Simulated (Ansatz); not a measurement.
Species: sum formula AlO₂H₃, charge 0, multiplicity 1. 
Geometry from a B3LYP-D3(BJ)/def2-TZVP (Ansatz, a first-principles code) optimisation:
SMILES: [OH][AlH][OH]
```xyz
6

O     -1.5121    -0.2452     0.0971
Al     0.0247     0.4563    -0.0076
O      1.3786    -0.5665    -0.0780
H     -1.6683    -1.1905     0.1195
H      0.1299     2.0173    -0.0351
H      2.2854    -0.2646    -0.1383
```

Total electronic energies in hartree. Cores are frozen in the correlated levels unless marked. No spin-orbit coupling. Non-relativistic unless marked X2C. CBS marks a two-point X^-3 extrapolation of the correlation energy; Hartree-Fock from the larger set (for Q and 5 zeta extrapolated as (X+1)exp(-9√X)). [CCSD(T)-MP2]/basis is that difference in the basis named.

```csv
level,program,energy (Eh)
HF/6-31G,Ansatz,-393.39436
HF/aug-cc-pV(D+d)Z,Ansatz,-393.53561
RI-HF/aug-cc-pV(T+d)Z,Ansatz,-393.58546
BLYP/def2-TZVPD,Ansatz,-394.85304
revPBE-D4/def2-TZVPD,Ansatz + dftd4,…
r2SCAN/def2-TZVPD,Ansatz,-394.76959
B3LYP/def2-TZVPD,Ansatz,…
PBE0/def2-TZVP,Ansatz,-394.58788
PBE0/def2-TZVPD,Ansatz,-394.59092
r2SCANh/def2-TZVPD,Ansatz,-394.75784
r2SCAN0/def2-TZVPD,Ansatz,-394.74094
PBE-QIDH/def2-TZVPD,Ansatz,-394.48539
MP2/cc-pV(Q+d)Z,Ansatz,-394.21329
"MP2/CBS(cc-pV(T+d)Z,cc-pV(Q+d)Z)",Ansatz,-394.2464
SCS-MP2/aug-cc-pV(T+d)Z,Ansatz,-394.16235
SCS-MP2/cc-pVTZ,Ansatz,-394.13950
SCS-MP2/aug-cc-pV(Q+d)Z,Ansatz,-394.21811
CCSD/aug-cc-pV(T+d)Z,Ansatz,-394.17812
CCSD(T)/cc-pVTZ,Ansatz,-394.17643
X2C-CCSD(T)/cc-pVTZ-DK,Ansatz,-394.71454
"RI-MP2/CBS(aug-cc-pV(T+d)Z,aug-cc-pV(Q+d)Z)+[CCSD(T)-MP2]/aug-cc-pV(Q+d)Z",Ansatz,-394.2754
"CCSD(T)/CBS(aug-cc-pV(T+d)Z,aug-cc-pV(Q+d)Z)",Ansatz,-394.2730
"CCSD(T)/CBS(cc-pV(Q+d)Z,cc-pV(5+d)Z)",Ansatz,-394.2765
```

Complete the blanks.


- revPBE-D4/def2-TZVPD, energy (Eh): -394.77161
- B3LYP/def2-TZVPD, energy (Eh): -394.89907
